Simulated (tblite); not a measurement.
Isomers of C6H9N2 (doublet state). Level: GFN2-xTB in tblite, geometry and Hessian alike; calculated harmonic values, unscaled, isolated species. Errors from tens to a few hundred cm⁻¹ against measured bands are possible. One conformer each. Open shells enter through the occupations alone, without spin polarisation, and single modes of such species can be off by tens of per cent.

Electronic energies: GFN2-xTB at the same geometries; isomer energies are rough at this level and their order can be wrong.

| SMILES | electronic energy, lowest = 0 (kcal/mol) |
| --- | --- |
| [H]/[C]=C\CC(/C=N\C)=N/[H] | 75.4 |
| [H]/N=C\[C@@]1([NH])C[C@@H]2C[C@@H]21 | 58.1 |
| C[C](C)/N=C\CC#N | 19.0 |
| [CH2][C@@H](C)/N=C\CC#N | 52.7 |
| [NH][C@H]1C[C@@H]2C=N[C@H]1C2 | 21.0 |
| N[C]1C=CC=C(N)C1 | 0.0 |
| [H]/N=[C]\C/C=N\C(=C)C | 50.8 |

Q: How do GFN2-xTB zero-point energies change the relative energies?

A: 
| SMILES | ZPE (kcal/mol) | of it from modes above 1550 cm⁻¹ | electronic (kcal/mol) | with ZPE, lowest = 0 (kcal/mol) | lowest mode (cm⁻¹) | rings |
| --- | --- | --- | --- | --- | --- | --- |
| N[C]1C=CC=C(N)C1 | 87.0 | 45.5 | 0.0 | 0.0 | 86 | 1 |
| C[C](C)/N=C\CC#N | 85.0 | 44.4 | 19.0 | 17.0 | 67 | 0 |
| [NH][C@H]1C[C@@H]2C=N[C@H]1C2 | 88.3 | 41.5 | 21.0 | 22.3 | 159 | 2 |
| [H]/N=[C]\C/C=N\C(=C)C | 83.9 | 46.7 | 50.8 | 47.7 | 56 | 0 |
| [CH2][C@@H](C)/N=C\CC#N | 83.7 | 44.8 | 52.7 | 49.4 | 16 | 0 |
| [H]/N=C\[C@@]1([NH])C[C@@H]2C[C@@H]21 | 86.3 | 42.7 | 58.1 | 57.4 | 91 | 2 |
| [H]/[C]=C\CC(/C=N\C)=N/[H] | 84.0 | 46.6 | 75.4 | 72.4 | 35 | 0 |

The zero-point energies span 4.6 kcal/mol, from `[CH2][C@@H](C)/N=C\CC#N` to `[NH][C@H]1C[C@@H]2C=N[C@H]1C2`. The order is unchanged.

Q: What do entropy and thermal enthalpy add at 298.15 K and 1 bar (rigid rotor, harmonic oscillator, one conformer each)?

A: 
| SMILES | point group | symmetry number | S (cal/(mol K)) | H − H(0) (kcal/mol) | ZPE + H − H(0) − TS (kcal/mol) |
| --- | --- | --- | --- | --- | --- |
| N[C]1C=CC=C(N)C1 | C2 | 2 | 85.6 | 5.59 | 67.1 |
| C[C](C)/N=C\CC#N | C1 | 1 | 96.9 | 6.66 | 62.8 |
| [NH][C@H]1C[C@@H]2C=N[C@H]1C2 | C1 | 1 | 80.0 | 4.61 | 69.0 |
| [H]/N=[C]\C/C=N\C(=C)C | C1 | 1 | 97.6 | 6.67 | 61.5 |
| [H]/N=C\[C@@]1([NH])C[C@@H]2C[C@@H]21 | C1 | 1 | 86.8 | 5.50 | 65.9 |
| [H]/[C]=C\CC(/C=N\C)=N/[H] | C1 | 1 | 99.3 | 6.69 | 61.1 |

S holds R ln(2S + 1) for the spin.

Not tabulated: `[CH2][C@@H](C)/N=C\CC#N` (lowest mode only 16 cm⁻¹).
